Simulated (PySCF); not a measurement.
Species: C5H3FOS.
Bonds: O1–C2 (double), C2–F3, C2–C4, C4–C5 (aromatic), C5–C6 (aromatic), C6–C7 (aromatic), C7–S8 (aromatic), C4–S8 (aromatic). Hydrogens: H9 on C5; H10 on C6; H11 on C7.

Computed by this run: PySCF, PBE0-D3(BJ)/def2-SVP geometry optimisation, gas phase; density fitting, grid level 1; the optimiser is geomeTRIC in internal coordinates, started from a GFN2-xTB structure with every atom displaced at random (about 0.01 Å).

Step 4: E = -20807.9250 eV
```
atom  x, y, z in Å  |  force x, y, z in eV/Å
O1      2.7396    1.3397   -0.4378   -0.019  -0.063  -0.066
C2      2.0801    0.3528   -0.3901    0.129   0.026  -0.003
F3      2.6399   -0.8639   -0.5193   -0.017   0.087  -0.002
C4      0.6445    0.2502   -0.1780    0.204  -0.081   0.122
C5     -0.0993   -0.8995    0.0039   -0.050   0.208  -0.045
C6     -1.4546   -0.6102    0.2777    0.077   0.187  -0.045
C7     -1.6873    0.7475    0.2942   -0.376   0.016   0.095
S8     -0.2974    1.6891    0.0027    0.083  -0.366  -0.060
H9      0.3304   -1.8981   -0.0563    0.045  -0.020  -0.006
H10    -2.2232   -1.3612    0.4569   -0.045   0.010  -0.009
H11    -2.6400    1.2470    0.4686   -0.032  -0.004   0.018
```

Step 5: E = -20807.9309 eV
```
atom  x, y, z in Å  |  force x, y, z in eV/Å
O1      2.7437    1.3396   -0.4768   -0.083   0.141  -0.056
C2      2.0911    0.3521   -0.3941    0.231  -0.063   0.034
F3      2.6722   -0.8542   -0.5079   -0.149  -0.053   0.013
C4      0.6596    0.2390   -0.1534   -0.071   0.106   0.010
C5     -0.1001   -0.8970    0.0151   -0.091  -0.133  -0.081
C6     -1.4612   -0.6018    0.2616   -0.078  -0.093   0.183
C7     -1.7070    0.7520    0.3100    0.170  -0.095  -0.205
S8     -0.2981    1.6662    0.0007    0.051   0.178   0.115
H9      0.3249   -1.8994   -0.0442   -0.022   0.005   0.001
H10    -2.2337   -1.3557    0.4203    0.020   0.007   0.007
H11    -2.6585    1.2525    0.4910    0.022   0.000  -0.019
```

Step 6: E = -20807.9361 eV
```
atom  x, y, z in Å  |  force x, y, z in eV/Å
O1      2.7316    1.3508   -0.4946    0.095  -0.079  -0.021
C2      2.0953    0.3544   -0.3908   -0.135  -0.058  -0.044
F3      2.6563   -0.8603   -0.5104    0.091   0.096   0.017
C4      0.6653    0.2405   -0.1394   -0.150   0.040   0.087
C5     -0.1011   -0.8949    0.0200    0.030  -0.213  -0.055
C6     -1.4638   -0.6079    0.2672    0.103   0.075   0.022
C7     -1.6985    0.7478    0.3009   -0.015   0.032  -0.030
S8     -0.2864    1.6687    0.0261   -0.049   0.075   0.024
H9      0.3235   -1.8970   -0.0468   -0.005   0.000   0.003
H10    -2.2393   -1.3600    0.4195    0.030   0.017  -0.005
H11    -2.6502    1.2512    0.4707    0.006   0.014   0.001
```

Question: Estimate the geometry and energy of step 7. (The exact step hangs on the optimiser's Hessian estimate; all steps are aligned on step 6, rigid shifts and turns removed.)

Answer: E = -20807.9365 eV, largest force 0.192 eV/Å
```
atom  x, y, z in Å  |  force x, y, z in eV/Å
O1      2.7349    1.3412   -0.5088   -0.048   0.053   0.008
C2      2.0867    0.3537   -0.3911    0.091   0.000  -0.051
F3      2.6570   -0.8570   -0.5031   -0.051  -0.038   0.025
C4      0.6574    0.2449   -0.1301    0.111  -0.076   0.030
C5     -0.0985   -0.9020    0.0171   -0.014   0.189   0.032
C6     -1.4569   -0.6051    0.2713   -0.058  -0.037  -0.073
C7     -1.6992    0.7495    0.2949   -0.040   0.005   0.105
S8     -0.2892    1.6774    0.0469    0.034  -0.097  -0.089
H9      0.3263   -1.9031   -0.0562    0.003   0.012   0.001
H10    -2.2322   -1.3560    0.4228   -0.021  -0.004  -0.009
H11    -2.6534    1.2498    0.4588   -0.005  -0.006   0.020
```

The energy changes by -0.0004 eV. The first-order estimate −F·Δx gives -0.0097 eV and the mean of the old and new forces, exact on a quadratic surface, -0.0006 eV. The step makes an angle of 54° with the force vector and moves no atom by more than 0.023 Å.

What follows is the cost of the whole optimisation. Hardware: one thread of an Arm Neoverse V2 (shared host). Cost: 79 s wall, 0.51 GiB resident at most.
